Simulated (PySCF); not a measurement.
CaHO, SMILES [Ca][OH], multiplicity 2.

Geometry optimised at PBE0-D3(BJ)/def2-TZVPD.

The numbers are results of PBE0-D3(BJ)/def2-TZVPD (PySCF 2.14.0), not measurements.

Frequencies are harmonic and unscaled.

Modes within 1.5 cm⁻¹ of each other (mostly degenerate sets) share a row, with their intensities summed.

```csv
mode,ν (cm⁻¹),IR (km/mol),moving atoms (share of kinetic energy)
1–2,335,158.3,"H 87 %, O 12 %"
3,630,111.6,"O 66 %, Ca 30 %"
4,3992,69.8,H 94 %
```
